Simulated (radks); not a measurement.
All-electron atom: Cu II in [Ar] 3d10 (the NIST ground configuration). All-electron calculation, Dirac Kohn-Sham, BLYP, spin-unpolarised, spherical densities, finite nucleus; Fermi nuclear charge, rms radius 3.8823 fm. Program: a radial shooting solver on a logarithmic mesh with Libxc functionals.

Normalised radial functions P(r) = r R(r) (large component), r in bohr:

r,2p1/2
0.006744,0.0370
0.008573,0.0561
0.01099,0.0862
0.01408,0.1317
0.01804,0.1999
0.02312,0.2996
0.02939,0.4363
0.03766,0.6294
0.04826,0.8818
0.06185,1.1900
0.07925,1.5314
0.1016,1.8567
0.1291,2.0839
0.1654,2.1431
0.212,1.9647
0.2717,1.5624
0.3482,1.0421
0.4461,0.5598
0.5672,0.2380
0.7268,0.0711
0.9314,0.0142
1.193,0.0017
1.529,0.0001
1.96,0.0000
2.491,0.0000
3.193,0.0000
4.091,0.0000

2p1/2: eigenvalue -939.38 eV, 0 radial nodes, <r> = 0.204 bohr, 90 % of the charge inside 0.334 bohr.
